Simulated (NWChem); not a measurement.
**Basis-set convergence for Cl2Si**

```xyz
3

Si     0.0000     0.0000    -0.9417
Cl    -1.6401     0.0000     0.3877
Cl     1.6401     0.0000     0.3877
```
Charge 0, spin multiplicity 1.

Everything below was run with NWChem. All single points use one geometry, from PBE/def2-SVP, a minimum by its harmonic frequencies.

Quantity: vertical ionisation energy at the level ΔPBE (Δ: difference of total energies, the cation a doublet at the parent's geometry with its hole in an orbital of symmetry a1 (C2v labels); it is the state that the SCF runs reached, from PBE0 orbitals for Hartree-Fock references, and need not be the lowest).

The Pople sets run with spherical d functions. The structure started from a generated list of species. The stability of the SCF solutions was not checked.

The cost column gives rough processor time relative to 3-21G; each entry includes its own SCF.

| basis | functions | vertical ionisation energy (eV) | relative cost |
|---|---|---|---|
| 3-21G | 39 | 10.23 | 1 |
| cc-pVDZ | 54 | 9.87 | 4 |
| 6-31G* | 54 | 9.97 | under 3 |
| pcseg-1 | 54 | 10.02 | under 3 |
| 6-31+G* | 66 | 10.02 | under 3 |
| aug-pcseg-1 | 81 | 9.94 | under 3 |
| cc-pVTZ | 102 | 9.86 | 10 |
| def2-TZVP | 111 | 9.84 | 5 |
| def2-TZVPP | 126 | 9.84 | 5 |
| cc-pVQZ | 177 | 9.86 | 30 |

Smallest basis within 0.05 eV of cc-pVQZ, the largest set run: cc-pVDZ, with 54 functions against 177 and about 10 % of the time (also within reach: cc-pVTZ, def2-TZVP, def2-TZVPP). cc-pVQZ isn't the basis-set limit itself, and a small set can land close by cancellation.
